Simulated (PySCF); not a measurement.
C3H9OSi, SMILES [Si](C)(OC)C, multiplicity 2.

Geometry: B3LYP-D3(BJ)/def2-SVP. The isomer is the one that the SMILES or the coordinates give; other isomers of the formula were not compared. Other conformers were not sampled.

Computed with TDA-PBE0/def2-SVPD (PySCF 2.14.0).

Vertical excitations. The molecule is in vacuum.

Task: Give excitation energies, oscillator strengths and character. (An estimate is asked for; the answer gives what the named calculation found.)

Result: 
```csv
state,energy (eV),λ (nm),f,main pairs
root 1,4.75,261,0.011,"α HOMO→LUMO 11 %, α HOMO→LUMO+1 8 %, β HOMO→LUMO 71 %"
root 2,4.85,256,0.063,"α HOMO→LUMO+1 31 %, α HOMO→LUMO 17 %, α HOMO→LUMO+2 16 %, α HOMO→LUMO+3 8 %, β HOMO→LUMO 24 %"
root 3,4.91,253,0.027,"α HOMO→LUMO 68 %, α HOMO→LUMO+1 20 %"
root 4,5.21,238,0.077,"α HOMO→LUMO+2 66 %, α HOMO→LUMO+1 30 %"
root 5,5.36,232,0.034,β HOMO−1→LUMO 91 %
root 6,5.75,216,0.050,"α HOMO→LUMO+3 73 %, β HOMO−2→LUMO 6 %"
root 7,5.84,212,0.016,"α HOMO→LUMO+3 5 %, β HOMO−2→LUMO 89 %"
root 8,6.00,207,0.113,α HOMO→LUMO+4 88 %
root 9,6.55,189,0.009,α HOMO→LUMO+5 92 %
root 10,6.65,187,0.017,α HOMO→LUMO+6 87 %
```
Unrestricted roots are not spin-pure.
